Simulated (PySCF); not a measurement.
InP: from constants to spectrum

UHF-CCSD(T) constants of InP, ³Σ⁻ (triplet), unpaired electrons π ↑↑ (PySCF, scalar-relativistic core potentials, basis sets In def2-TZVPPD with ECP28, P def2-TZVPPD; masses 114.9039 and 30.9738 u):

| Property | Result |
| --- | --- |
| ωe | 257.5 cm⁻¹ |
| ωexe | 0.967 cm⁻¹ |
| Be | 0.098984 cm⁻¹ |
| αe | 0.000510 cm⁻¹ |
| De to In + P | 1.75 eV |

**Question.** What force constant and bond length do these constants imply?

**Answer.** Reduced mass μred = 24.397 u; k = 5.8918×10⁻⁷·μred·ωe² (u, cm⁻¹, mdyn/Å) = 0.953 mdyn/Å; Re = √(16.8576/(μred·Be)) (u, cm⁻¹, Å) = 2.642 Å.

**Question.** Estimate the centrifugal constant D from the Kratzer relation and find the Dunham coefficient a1.

**Answer.** D = 4Be³/ωe² = 5.85e-08 cm⁻¹; a1 = −1 − αeωe/(6Be²) = -3.23.

Correlated steps freeze 9 core orbitals. Spin–orbit coupling is left out, which matters for elements this heavy, above all for dissociation energies. The state was picked by a PBE0 search and need not be the measured ground state.
